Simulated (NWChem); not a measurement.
System: AlGeH5O; SMILES [OH][AlH][GeH3]

Input file for NWChem:

```
start job
memory heap 200 mb stack 900 mb global 1100 mb
geometry units angstroms noautoz
  Al    -0.419725     1.211152    -0.003460
  Ge     0.148859    -1.187192    -0.008964
  H     -0.661538    -1.961925    -1.071884
  H      1.642020    -1.449954    -0.286222
  H     -0.185582    -1.845914     1.348514
  H     -1.900949     1.796491     0.004256
  O      0.895554     2.299476     0.001307
  H      0.828676     3.256366     0.010000
end
basis spherical
  Al library def2-svp
  Ge library def2-svp
  H library def2-svp
  O library def2-svp
end
dft
  xc b3lyp
  iterations 150
  mulliken
end
task dft energy
```

Output (shortened):

```
             Northwest Computational Chemistry Package (NWChem) 7.3.0
             --------------------------------------------------------

 C1  symmetry detected

                             Geometry "geometry" -> ""
                             -------------------------

 Output coordinates in angstroms (scale by  1.889725989 to convert to a.u.)

  No.       Tag          Charge          X              Y              Z
 ---- ---------------- ---------- -------------- -------------- --------------
    1 Al                  13.0000    -0.56501420     1.26454869    -0.00124538
    2 Ge                  32.0000     0.07582691    -1.11551308    -0.00045039
    3 H                    1.0000    -0.71125098    -1.91733370    -1.06080200
    4 H                    1.0000     1.57612570    -1.33377400    -0.27777932
    5 H                    1.0000    -0.23793338    -1.78028672     1.35901364
    6 H                    1.0000    -2.06325641     1.80485286     0.00564831
    7 O                    8.0000     0.71675733     2.39215292    -0.00017474
    8 H                    1.0000     0.62097998     3.34660369     0.00591986

 Effective nuclear repulsion energy (a.u.)     224.5567967949

                                 NWChem DFT Module
                                 -----------------

 Summary of "ao basis" -> "ao basis" (spherical)
 ------------------------------------------------------------------------------
       Tag                 Description            Shells   Functions and Types
 ---------------- ------------------------------  ------  ---------------------
 Al                         def2-svp                 8       18   4s3p1d
 Ge                         def2-svp                12       32   5s4p3d
 H                          def2-svp                 3        5   2s1p
 O                          def2-svp                 6       14   3s2p1d

            General Information
            -------------------
          SCF calculation type: DFT
          Wavefunction type:  closed shell.
          No. of atoms     :     8
          No. of electrons :    58
           Alpha electrons :    29
            Beta electrons :    29
          Charge           :     0
          Spin multiplicity:     1
          Use of symmetry is: off; symmetry adaption is: off
          Maximum number of iterations: 150
          AO basis - number of functions:    89
                     number of shells:    41
          Convergence on energy requested:  1.00D-06
          Convergence on density requested:  1.00D-05
          Convergence on gradient requested:  5.00D-04

              XC Information
              --------------
                         B3LYP Method XC Potential
                     Hartree-Fock (Exact) Exchange  0.200
                        Slater Exchange Functional  0.800 local
                    Becke 1988 Exchange Functional  0.720 non-local
              Lee-Yang-Parr Correlation Functional  0.810
                  VWN I RPA Correlation Functional  0.190 local

             Grid Information
             ----------------
          Grid used for XC integration:  medium
          Radial quadrature: Mura-Knowles
          Angular quadrature: Lebedev.
          Tag              B.-S. Rad. Rad. Pts. Rad. Cut. Ang. Pts.
          ---              ---------- --------- --------- ---------
          Al                  1.25       88          10.0       590
          Ge                  1.25      112          11.0       590
          H                   0.35       45          13.0       434
          O                   0.60       49          12.0       434
          Grid pruning is: on
          Number of quadrature shells:   474
          Spatial weights used:  Erf1

      Superposition of Atomic Density Guess
      -------------------------------------

 Sum of atomic energies:       -2394.02245649

      Non-variational initial energy
      ------------------------------

 Total energy =   -2394.705718
 1-e energy   =   -3783.930283
 2-e energy   =    1164.667768
 HOMO         =      -0.288401
 LUMO         =      -0.005896

     ---------------------------------------------
      Total Density - Mulliken Population Analysis
     ---------------------------------------------

    Atom       Charge   Shell Charges
 -----------   ------   -------------------------------------------------------
    1 Al  13    12.04   2.00  1.99  0.91  0.19  5.93  0.56  0.32  0.13
    2 Ge  32    31.99   2.00  2.00  2.00  1.09  0.30  6.00  5.98  1.28  1.31  8.12  1.81  0.11
    3 H    1     1.06   0.67  0.38  0.01
    4 H    1     1.07   0.68  0.38  0.01
    5 H    1     1.06   0.67  0.38  0.01
    6 H    1     1.22   0.70  0.51  0.01
    7 O    8     8.90   1.99  1.11  0.64  3.16  2.00  0.00
    8 H    1     0.65   0.52  0.07  0.06

   convergence    iter        energy       DeltaE   RMS-Dens  Diis-err
 ---------------- ----- ----------------- --------- --------- ---------
 d= 0,ls=0.0,diis     1  -2397.2989487749 -2.62D+03  2.03D-02  6.46D-01
 d= 0,ls=0.0,diis     2  -2397.1297468735  1.69D-01  1.38D-02  2.34D+00
 d= 0,ls=0.0,diis     3  -2397.3748519686 -2.45D-01  1.38D-03  2.62D-02
 d= 0,ls=0.0,diis     4  -2397.3773124699 -2.46D-03  2.27D-04  1.44D-03
 d= 0,ls=0.0,diis     5  -2397.3774069435 -9.45D-05  6.20D-05  7.20D-05
  Resetting Diis
 d= 0,ls=0.0,diis     6  -2397.3774103852 -3.44D-06  2.64D-05  4.72D-06
 d= 0,ls=0.0,diis     7  -2397.3774108926 -5.07D-07  9.73D-06  1.99D-07

         Total DFT energy =    -2397.377410892634
      One electron energy =    -3786.369574755449
           Coulomb energy =     1272.681145889203
    Exchange-Corr. energy =     -108.245778821253
 Nuclear repulsion energy =      224.556796794865

 Numeric. integr. density =       57.999966013793

                       DFT Final Molecular Orbital Analysis
                       ------------------------------------

 Vector   27  Occ=2.000000D+00  E=-3.253791D-01
              MO Center=  5.2D-01,  1.8D+00,  5.5D-02, r^2= 3.0D+00
   Bfn.  Coefficient  Atom+Function         Bfn.  Coefficient  Atom+Function
  ----- ------------  ---------------      ----- ------------  ---------------
    76      0.557541  7 O  pz                79      0.420841  7 O  pz
    61     -0.139899  5 H  s                 13      0.124830  1 Al pz
    32     -0.115026  2 Ge pz                35     -0.102999  2 Ge pz
    51      0.098138  3 H  s                 10      0.087125  1 Al pz
    62     -0.075620  5 H  s                 29      0.071300  2 Ge pz

 Vector   28  Occ=2.000000D+00  E=-3.250460D-01
              MO Center=  4.1D-02,  1.6D+00, -2.4D-02, r^2= 3.5D+00
   Bfn.  Coefficient  Atom+Function         Bfn.  Coefficient  Atom+Function
  ----- ------------  ---------------      ----- ------------  ---------------
    74      0.491013  7 O  px                77      0.343136  7 O  px
    67      0.194185  6 H  s                 66      0.187597  6 H  s
    12     -0.171897  1 Al py                31      0.140264  2 Ge py
    23     -0.134250  2 Ge s                  3      0.130454  1 Al s
     9     -0.130534  1 Al py                 4      0.128879  1 Al s

 Vector   29  Occ=2.000000D+00  E=-2.696219D-01
              MO Center= -4.8D-01,  1.6D-01, -1.2D-04, r^2= 4.1D+00
   Bfn.  Coefficient  Atom+Function         Bfn.  Coefficient  Atom+Function
  ----- ------------  ---------------      ----- ------------  ---------------
    31      0.311698  2 Ge py                34      0.275481  2 Ge py
    66     -0.250821  6 H  s                 67     -0.233947  6 H  s
     9     -0.200153  1 Al py                 3      0.184212  1 Al s
    28     -0.179360  2 Ge py                23      0.173326  2 Ge s
     8      0.134924  1 Al px                22      0.133326  2 Ge s

 Vector   30  Occ=0.000000D+00  E=-5.164332D-02
              MO Center= -4.9D-01,  9.1D-01, -1.7D-02, r^2= 4.3D+00
   Bfn.  Coefficient  Atom+Function         Bfn.  Coefficient  Atom+Function
  ----- ------------  ---------------      ----- ------------  ---------------
    13      0.679873  1 Al pz                10      0.319599  1 Al pz
    62     -0.287332  5 H  s                 35      0.244868  2 Ge pz
    52      0.219039  3 H  s                 79     -0.211603  7 O  pz
    76     -0.203649  7 O  pz                 7     -0.173465  1 Al pz
    61     -0.121193  5 H  s                 51      0.094226  3 H  s

 Vector   31  Occ=0.000000D+00  E=-2.372692D-03
              MO Center= -8.6D-02,  1.2D+00,  3.4D-02, r^2= 6.1D+00
   Bfn.  Coefficient  Atom+Function         Bfn.  Coefficient  Atom+Function
  ----- ------------  ---------------      ----- ------------  ---------------
     4      1.041207  1 Al s                 73     -0.558472  7 O  s
    33      0.485778  2 Ge px                52      0.402146  3 H  s
    67     -0.375044  6 H  s                 23     -0.359656  2 Ge s
    22     -0.349239  2 Ge s                 62      0.296763  5 H  s
    57     -0.254801  4 H  s                 86      0.246537  8 H  s

 Vector   32  Occ=0.000000D+00  E= 1.278555D-02
              MO Center= -5.5D-01, -5.1D-03,  1.9D-02, r^2= 5.3D+00
   Bfn.  Coefficient  Atom+Function         Bfn.  Coefficient  Atom+Function
  ----- ------------  ---------------      ----- ------------  ---------------
     4      1.171585  1 Al s                 23     -1.083361  2 Ge s
    57      0.764920  4 H  s                 12     -0.760325  1 Al py
    67     -0.612584  6 H  s                 34     -0.602775  2 Ge py
    22     -0.489757  2 Ge s                 33     -0.373921  2 Ge px
    11     -0.303916  1 Al px                21      0.237452  2 Ge s

     ---------------------------------------------
      Total Density - Mulliken Population Analysis
     ---------------------------------------------

    Atom       Charge   Shell Charges
 -----------   ------   -------------------------------------------------------
    1 Al  13    12.39   2.00  1.98  0.93  0.10  5.92  0.81  0.45  0.19
    2 Ge  32    31.97   2.00  2.00  1.99  1.20  0.17  6.00  5.98  1.46  1.12  8.07  1.82  0.16
    3 H    1     1.07   0.71  0.35  0.01
    4 H    1     1.07   0.71  0.34  0.01
    5 H    1     1.07   0.71  0.35  0.01
    6 H    1     1.18   0.72  0.46  0.01
    7 O    8     8.43   1.99  1.07  0.65  2.89  1.84  0.01
    8 H    1     0.81   0.68  0.07  0.07

     -------------------------------------------
      Total Density - Lowdin Population Analysis
     -------------------------------------------

    Atom       Charge   Shell Charges
 -----------   ------   -------------------------------------------------------
    1 Al  13    12.58   2.00  1.94  0.61  0.30  5.81  0.92  0.67  0.33
    2 Ge  32    31.95   2.00  2.00  1.94  0.78  0.37  5.99  5.83  1.49  1.41  7.78  2.04  0.33
    3 H    1     1.06   0.61  0.42  0.03
    4 H    1     1.06   0.61  0.42  0.03
    5 H    1     1.06   0.61  0.42  0.03
    6 H    1     1.16   0.64  0.51  0.01
    7 O    8     8.22   1.97  0.87  0.60  2.71  2.06  0.01
    8 H    1     0.92   0.56  0.17  0.19

     Multipole analysis of the density
     ---------------------------------

     L   x y z        total         alpha         beta         nuclear
     -   - - -        -----         -----         ----         -------
     0   0 0 0     -0.000000    -29.000000    -29.000000     58.000000

     1   1 0 0     -0.219113     -0.109556     -0.109556      0.000000
     1   0 1 0      0.623578      0.311789      0.311789      0.000000
     1   0 0 1     -0.000911     -0.000456     -0.000456      0.000000

     2   2 0 0    -31.982093    -44.797678    -44.797678     57.613262
     2   1 1 0      0.116619      0.484959      0.484959     -0.853300
     2   1 0 1      0.012367      0.019751      0.019751     -0.027135
     2   0 2 0    -25.933247   -244.137442   -244.137442    462.341637
     2   0 1 1      0.006539     -0.009655     -0.009655      0.025849
     2   0 0 2    -27.096281    -18.993075    -18.993075     10.889868
```

Level: B3LYP/def2-SVP. Geometry: optimised at PBE0/def2-SVP.
